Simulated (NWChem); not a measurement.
Everything below was run with NWChem. System: fluoroethane (C2H5F), charge 0, spin multiplicity 1, at a geometry optimised with PBE0/def2-SVP. Level: B3LYP/def2-SVP, VWN1-RPA local correlation.

Input file:

```
start mol
memory heap 200 mb stack 900 mb global 1100 mb
geometry units angstroms nocenter noautoz
  C     -1.177100     0.266809     0.000000
  C      0.318768     0.447774     0.000000
  F      0.948222    -0.773853     0.000000
  H     -1.683493     1.244029     0.000000
  H     -1.501669    -0.290655    -0.891199
  H     -1.501669    -0.290655     0.891199
  H      0.651412     1.007229     0.892239
  H      0.651412     1.007229    -0.892239
  symmetry group Cs
end
basis spherical
  * library def2-svp
end
dft
  xc b3lyp
  semidirect memsize 60000000 filesize 0
  iterations 100
end
task dft energy
```

Output (cleaned and shortened):

```
             Northwest Computational Chemistry Package (NWChem) 7.3.0
             --------------------------------------------------------

                                NWChem Input Module
                                -------------------

 Scaling coordinates for geometry "geometry" by  1.889725989
 (inverse scale =  0.529177249)

 Turning off AUTOSYM since
 SYMMETRY directive was detected!

                             Geometry "geometry" -> ""
                             -------------------------

 Output coordinates in angstroms (scale by  1.889725989 to convert to a.u.)

  No.       Tag          Charge          X              Y              Z
 ---- ---------------- ---------- -------------- -------------- --------------
    1 C                    6.0000    -1.17710000     0.26680900     0.00000000
    2 C                    6.0000     0.31876800     0.44777400     0.00000000
    3 F                    9.0000     0.94822200    -0.77385300     0.00000000
    4 H                    1.0000    -1.68349300     1.24402900     0.00000000
    5 H                    1.0000    -1.50166900    -0.29065500    -0.89119900
    6 H                    1.0000    -1.50166900    -0.29065500     0.89119900
    7 H                    1.0000     0.65141200     1.00722900     0.89223900
    8 H                    1.0000     0.65141200     1.00722900    -0.89223900

 Effective nuclear repulsion energy (a.u.)      79.3992749377

            Nuclear Dipole moment (a.u.)
            ----------------------------
        X                 Y               Z
 ---------------- ---------------- ----------------
    -0.0000018897    -0.0000037795     0.0000000000

      Symmetry information
      --------------------

 Group name             Cs
 Group number              2
 Group order               2
 No. of unique centers     6

      Symmetry unique atoms

     1    2    3    4    5    7


 Summary of "ao basis" -> "" (spherical)
 ------------------------------------------------------------------------------
       Tag                 Description            Shells   Functions and Types
 ---------------- ------------------------------  ------  ---------------------
 *                          def2-svp                  on all atoms

                                 NWChem DFT Module
                                 -----------------

 Summary of "ao basis" -> "ao basis" (spherical)
 ------------------------------------------------------------------------------
       Tag                 Description            Shells   Functions and Types
 ---------------- ------------------------------  ------  ---------------------
 C                          def2-svp                 6       14   3s2p1d
 F                          def2-svp                 6       14   3s2p1d
 H                          def2-svp                 3        5   2s1p

 Summary of "ao basis" -> "ao basis" (spherical)
 ------------------------------------------------------------------------------
       Tag                 Description            Shells   Functions and Types
 ---------------- ------------------------------  ------  ---------------------
 C                          def2-svp                 6       14   3s2p1d
 F                          def2-svp                 6       14   3s2p1d
 H                          def2-svp                 3        5   2s1p

      Symmetry analysis of basis
      --------------------------

        a'         44
        a"         23

            General Information
            -------------------
          SCF calculation type: DFT
          Wavefunction type:  closed shell.
          No. of atoms     :     8
          No. of electrons :    26
           Alpha electrons :    13
            Beta electrons :    13
          Charge           :     0
          Spin multiplicity:     1
          Use of symmetry is: on ; symmetry adaption is: on
          Maximum number of iterations: 100
          AO basis - number of functions:    67
                     number of shells:    33
          Convergence on energy requested:  1.00D-06
          Convergence on density requested:  1.00D-05
          Convergence on gradient requested:  5.00D-04

              XC Information
              --------------
                         B3LYP Method XC Potential
                     Hartree-Fock (Exact) Exchange  0.200
                        Slater Exchange Functional  0.800 local
                    Becke 1988 Exchange Functional  0.720 non-local
              Lee-Yang-Parr Correlation Functional  0.810
                  VWN I RPA Correlation Functional  0.190 local

             Grid Information
             ----------------
          Grid used for XC integration:  medium
          Radial quadrature: Mura-Knowles
          Angular quadrature: Lebedev.
          Tag              B.-S. Rad. Rad. Pts. Rad. Cut. Ang. Pts.
          ---              ---------- --------- --------- ---------
          C                   0.70       49           8.0       434
          F                   0.50       49           9.0       434
          H                   0.35       45           9.0       434
          Grid pruning is: on
          Number of quadrature shells:   282
          Spatial weights used:  Erf1

          Convergence Information
          -----------------------
          Convergence aids based upon iterative change in
          total energy or number of iterations.
          Levelshifting, if invoked, occurs when the
          HOMO/LUMO gap drops below (HL_TOL):  1.00D-02
          DIIS, if invoked, will attempt to extrapolate
          using up to (NFOCK): 10 stored Fock matrices.

                    Damping( 0%)  Levelshifting(0.5)       DIIS
                  --------------- ------------------- ---------------
          dE  on:    start            ASAP                start
          dE off:    2 iters        100 iters           100 iters

      Screening Tolerance Information
      -------------------------------
          Density screening/tol_rho:  1.00D-10
          AO Gaussian exp screening on grid/accAOfunc:  14
          CD Gaussian exp screening on grid/accCDfunc:  20
          XC Gaussian exp screening on grid/accXCfunc:  20
          Schwarz screening/accCoul:  1.00D-08

      Superposition of Atomic Density Guess
      -------------------------------------

 Sum of atomic energies:        -177.03852746

      Non-variational initial energy
      ------------------------------

 Total energy =    -178.514079
 1-e energy   =    -399.381001
 2-e energy   =     141.467647
 HOMO         =      -0.389100
 LUMO         =       0.115405

      Symmetry analysis of molecular orbitals - initial
      -------------------------------------------------

  Numbering of irreducible representations:

     1 a'          2 a"

  Orbital symmetries:

     1 a'          2 a'          3 a'          4 a'          5 a'
     6 a'          7 a'          8 a"          9 a'         10 a"
    11 a'         12 a'         13 a"         14 a'         15 a'
    16 a'         17 a"         18 a'         19 a"         20 a'
    21 a"         22 a'         23 a'

------------------------------------------------------------
EAF file 0: "./mol.aoints.0" size=524288 bytes
------------------------------------------------------------
               write      read    awrite     aread      wait
               -----      ----    ------     -----      ----
     calls:        1         0         0         0         0
   data(b): 5.24e+05  0.00e+00  0.00e+00  0.00e+00
   time(s): 0.00e+00  0.00e+00  0.00e+00  0.00e+00  0.00e+00
rate(mb/s): 0.00e+00  0.00e+00
------------------------------------------------------------

   convergence    iter        energy       DeltaE   RMS-Dens  Diis-err    time
 ---------------- ----- ----------------- --------- --------- ---------  ------
 d= 0,ls=0.0,diis     1   -178.8768456618 -2.58D+02  1.34D-02  4.15D-01     0.9
 d= 0,ls=0.0,diis     2   -178.8759014511  9.44D-04  6.63D-03  5.43D-01     1.2
 d= 0,ls=0.0,diis     3   -178.9233497306 -4.74D-02  1.08D-03  2.00D-02     1.4
 d= 0,ls=0.0,diis     4   -178.9247741052 -1.42D-03  4.12D-04  1.52D-03     1.6
 d= 0,ls=0.0,diis     5   -178.9249196965 -1.46D-04  9.01D-05  6.83D-05     1.8
  Resetting Diis
 d= 0,ls=0.0,diis     6   -178.9249279648 -8.27D-06  1.02D-05  4.66D-07     2.0
 d= 0,ls=0.0,diis     7   -178.9249280058 -4.10D-08  7.68D-06  1.37D-07     2.2

         Total DFT energy =     -178.924928005773
      One electron energy =     -402.136343656582
           Coulomb energy =      166.989898997001
    Exchange-Corr. energy =      -23.177758283911
 Nuclear repulsion energy =       79.399274937719

 Numeric. integr. density =       26.000002875947

     Total iterative time =      2.0s

                  Occupations of the irreducible representations
                  ----------------------------------------------

                     irrep           alpha         beta
                     --------     --------     --------
                     a'               10.0         10.0
                     a"                3.0          3.0

                       DFT Final Molecular Orbital Analysis
                       ------------------------------------

 Vector   11  Occ=2.000000D+00  E=-3.935947D-01  Symmetry=a'
              MO Center= -1.1D+00,  3.8D-01,  5.3D-16, r^2= 2.0D+00
   Bfn.  Coefficient  Atom+Function         Bfn.  Coefficient  Atom+Function
  ----- ------------  ---------------      ----- ------------  ---------------
     5      0.412622  1 C  py                43      0.336997  4 H  s
    48     -0.188666  5 H  s                 53     -0.188666  6 H  s
    32      0.171519  3 F  px                44      0.161379  4 H  s
     8      0.148578  1 C  py                33     -0.114341  3 F  py
    35     -0.112136  3 F  px                19     -0.110972  2 C  py

 Vector   12  Occ=2.000000D+00  E=-3.341095D-01  Symmetry=a'
              MO Center=  3.2D-01, -1.6D-01, -2.2D-19, r^2= 1.9D+00
   Bfn.  Coefficient  Atom+Function         Bfn.  Coefficient  Atom+Function
  ----- ------------  ---------------      ----- ------------  ---------------
    32      0.460843  3 F  px                35     -0.331826  3 F  px
     4     -0.305186  1 C  px                18      0.270356  2 C  px
    33      0.222481  3 F  py                 3     -0.165300  1 C  s
    36     -0.151656  3 F  py                 7     -0.143894  1 C  px
    58      0.139591  7 H  s                 63      0.139591  8 H  s

 Vector   13  Occ=2.000000D+00  E=-3.255761D-01  Symmetry=a"
              MO Center=  4.5D-01,  5.8D-02, -1.1D-15, r^2= 2.1D+00
   Bfn.  Coefficient  Atom+Function         Bfn.  Coefficient  Atom+Function
  ----- ------------  ---------------      ----- ------------  ---------------
    34      0.456035  3 F  pz                37     -0.322534  3 F  pz
    20      0.301929  2 C  pz                58      0.276514  7 H  s
    63     -0.276514  8 H  s                 59      0.177669  7 H  s
    64     -0.177669  8 H  s                  6     -0.150219  1 C  pz
    48      0.142011  5 H  s                 53     -0.142011  6 H  s

 Vector   14  Occ=0.000000D+00  E= 6.144111D-02  Symmetry=a'
              MO Center= -6.5D-01,  8.1D-01,  2.8D-16, r^2= 5.4D+00
   Bfn.  Coefficient  Atom+Function         Bfn.  Coefficient  Atom+Function
  ----- ------------  ---------------      ----- ------------  ---------------
     3      1.837287  1 C  s                 17      1.187988  2 C  s
    44     -1.029098  4 H  s                 59     -0.927918  7 H  s
    64     -0.927918  8 H  s                 49     -0.798019  5 H  s
    54     -0.798019  6 H  s                 22      0.486436  2 C  py
     7     -0.426558  1 C  px                21      0.272311  2 C  px

 Vector   15  Occ=0.000000D+00  E= 9.950283D-02  Symmetry=a'
              MO Center= -4.8D-01,  2.7D-01, -6.0D-15, r^2= 5.8D+00
   Bfn.  Coefficient  Atom+Function         Bfn.  Coefficient  Atom+Function
  ----- ------------  ---------------      ----- ------------  ---------------
     3      2.457378  1 C  s                 17     -1.960181  2 C  s
    49     -1.121680  5 H  s                 54     -1.121680  6 H  s
    59      1.015529  7 H  s                 64      1.015529  8 H  s
    22     -0.569900  2 C  py                21      0.369303  2 C  px
    44     -0.322832  4 H  s                  8     -0.239452  1 C  py

 Vector   16  Occ=0.000000D+00  E= 1.073633D-01  Symmetry=a"
              MO Center= -2.1D-01,  4.9D-01,  2.7D-15, r^2= 5.4D+00
   Bfn.  Coefficient  Atom+Function         Bfn.  Coefficient  Atom+Function
  ----- ------------  ---------------      ----- ------------  ---------------
    59      1.193048  7 H  s                 64     -1.193048  8 H  s
    49     -0.984025  5 H  s                 54      0.984025  6 H  s
    23     -0.801922  2 C  pz                 9     -0.628354  1 C  pz
    20     -0.319822  2 C  pz                 6     -0.246029  1 C  pz
    58      0.081744  7 H  s                 63     -0.081744  8 H  s

 center of mass
 --------------
 x =   0.16932211 y =  -0.13488582 z =   0.00000000

 moments of inertia (a.u.)
 ------------------
          76.324783304353          55.700835407091           0.000000000000
          55.700835407091         164.286432226685           0.000000000000
           0.000000000000           0.000000000000         217.716830937325

     Multipole analysis of the density
     ---------------------------------

     L   x y z        total         alpha         beta         nuclear
     -   - - -        -----         -----         ----         -------
     0   0 0 0     -0.000000    -13.000000    -13.000000     26.000000

     1   1 0 0     -0.372734     -0.186366     -0.186366     -0.000002
     1   0 1 0      0.568408      0.284206      0.284206     -0.000004
     1   0 0 1      0.000000      0.000000      0.000000      0.000000

     2   2 0 0    -14.550723    -52.285115    -52.285115     90.019506
     2   1 1 0      0.856160     13.893038     13.893038    -26.929917
     2   1 0 1     -0.000000     -0.000000     -0.000000      0.000000
     2   0 2 0    -14.171806    -26.307794    -26.307794     38.443783
     2   0 1 1      0.000000      0.000000      0.000000      0.000000
     2   0 0 2    -13.520999    -12.439656    -12.439656     11.358313

 Task  times  cpu:        2.2s     wall:        2.2s

 Total times  cpu:        2.3s     wall:        2.3s
```
